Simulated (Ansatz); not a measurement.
Computed with Ansatz on PBE0-D4/def2-TZVP structures; ΔE is electronic, products minus reactants. CCSD(T)/CBS adds triple-zeta CCSD(T) − MP2 to the extrapolated MP2 energy (def2 sets, frozen cores). This one scheme is used for every species, atoms too. Functionals use def2-TZVPP. Open shells (•) are unrestricted, without spin–orbit coupling. Spin–orbit coupling would lower the free atoms: a little for B, C, Si. One conformer a species, not always the lowest.

Reaction (atomization): `CBN[SiH2]C` → B• + 2 C• + 10 H• + N• + Si•

```tsv
level	ΔE (eV)
ωB97M-V	58.06
r2SCAN	57.80
BHLYP	56.63
HF/def2-TZVPP	43.96
```

(1) What does CCSD(T)/CBS give? (Best estimate.)

(2) What do rigid-rotor, harmonic-oscillator terms from PBE0-D4/def2-TZVP frequencies (298.15 K, 1 bar) make of the CCSD(T)/CBS value? (Best estimate.)

Largest T1 diagnostic among the species: 0.014.

Answers

(1) Ansatz gave: +57.72 eV. The listed levels differ from it by 0.34, 0.08, -1.09, -13.76 eV.

(2) The calculation gave: ΔZPE = -3.29 eV, ΔH = +55.15 eV, ΔS = 1575 J/(mol·K), ΔG = +50.28 eV. Open shells count their whole term as degenerate.

In def2-TZVPP, CCSD(T) changes the Hartree–Fock value by +12.44 eV (the triples alone add +0.60 eV) and MP2 by +12.81 eV; breaking electron pairs costs correlation energy, which Hartree–Fock lacks. From r2SCAN to r2SCAN0 (25 % exact exchange), in def2-TZVPP and without D4, ΔE moves by −0.48 eV: exact exchange takes away binding that semilocal exchange gives to molecules.

For atomizations the MP2-based limit and the directly extrapolated one differ by several kJ/mol either way, and by 10 to 25 for some Ge, Se and Sn compounds, so smaller differences from it don't rank the levels.
